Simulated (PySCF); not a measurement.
# SMILES C1=C([Se]C)C=CC(F)=C1, C$_{7}$H$_{7}$FSe: coupling constants with relativity

Cartesian coordinates in Å; atom numbers follow the order of the lines, from 1:
```xyz
16

C     3.033   -0.315   -0.045
Se    2.017    1.320    0.144
C     0.252    0.611    0.231
C    -0.038   -0.756    0.280
C    -1.359   -1.196    0.344
C    -2.388   -0.267    0.361
F    -3.651   -0.689    0.417
C    -2.126    1.098    0.318
C    -0.806    1.531    0.251
H     4.082   -0.006   -0.150
H     2.728   -0.866   -0.945
H     2.938   -0.950    0.847
H     0.761   -1.499    0.271
H    -1.599   -2.261    0.381
H    -2.956    1.806    0.332
H    -0.599    2.604    0.210
```

Calculated values (PySCF 2.14 with density-fitted X2C routines): indirect couplings, PBE/pcJ-1 (dyall-v2z on Se), isolated molecule, Gaussian nuclear model, PBE0-D3(BJ)/def2-SVP geometry.

Non-relativistic values:
```tsv
coupling	atoms	J (Hz)
1J(77Se,13C)	Se2 – C1	-90.9
1J(77Se,13C)	Se2 – C3	-131.3
2J(77Se,13C)	Se2 – C4/C9	16.0
2J(77Se,1H)	Se2 – H10/H11/H12	16.8
3J(77Se,13C)	Se2 – C5/C8	3.3
3J(77Se,1H)	Se2 – H13/H16	5.8
4J(77Se,13C)	Se2 – C6	1.4
5J(77Se,19F)	Se2 – F7	13.2
```

Q: What do two-component X2C with spin–orbit coupling give?

A: 
```
    coupling              atoms  with spin–orbit (Hz)
1J(77Se,13C)           Se2 – C1                -102.4
1J(77Se,13C)           Se2 – C3                -151.4
2J(77Se,13C)        Se2 – C4/C9                  16.3
 2J(77Se,1H)  Se2 – H10/H11/H12                  18.9
3J(77Se,13C)        Se2 – C5/C8                   2.8
 3J(77Se,1H)      Se2 – H13/H16                   5.7
4J(77Se,13C)           Se2 – C6                   1.8
5J(77Se,19F)           Se2 – F7                  14.6
```

The largest listed coupling, 1J(77Se,13C), ends at 1.15 times its non-relativistic value. Equivalent partners are averaged, as under fast rotation. In the static structure 2J(77Se,13C) spreads over -8.1, 40.8 Hz. In the static structure 2J(77Se,1H) spreads over 50.7, 3.2, 2.8 Hz.
